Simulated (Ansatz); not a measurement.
## Ligand exchange: C2H3I + GeH2(CH3)(SH) → C2H4S + GeH2(CH3)I

Species: C2H3I (vinyl iodide) `C=CI`, singlet; GeH2(CH3)(SH), singlet; C2H4S `C=CS`, singlet; GeH2(CH3)I, singlet. The partners trade I for SH: C–I and Ge–SH bonds give way to C–SH and Ge–I.

Shapes, held fixed at every level: PBE0-D4/def2-TZVP. Flexible molecules stand in one conformer, not always the lowest. Programs: Ansatz 0.2.0. Electronic energies: no zero-point or thermal term.

| level | kind | ΔE (kJ/mol) | less CCSD(T)/def2-TZVPP |
| --- | --- | --- | --- |
| PBE-D4/def2-TZVPP | GGA | -47.8 | -7.9 |
| r2SCAN-D4/def2-TZVPP | meta-GGA | -49.9 | -10.0 |
| B3LYP-D4/def2-TZVPP | global hybrid | -48.0 | -8.1 |
| PBE0-D4/def2-TZVPP | global hybrid | -50.8 | -10.9 |
| wB97M-V/def2-TZVPP | range-separated hybrid | -48.0 | -8.1 |
| wB97X-V/def2-TZVPP | range-separated hybrid | -48.1 | -8.2 |
| MP2/def2-TZVPP | perturbation theory | -42.2 | -2.3 |
| CCSD(T)/def2-TZVPP | coupled cluster or CI | -39.9 | 0.0 |

The highest level, CCSD(T)/def2-TZVPP, gives ΔE = -39.9 kJ/mol; the levels span -50.8 to -39.9. The column of differences is taken from that level and isn't an error. No measured value is set beside it here. For atoms past krypton def2 sets carry core potentials with scalar relativity. Relativity is left out for Ge unless named. Correlated rows may include outer-core shells of Ge, I, which these sets cover unevenly.
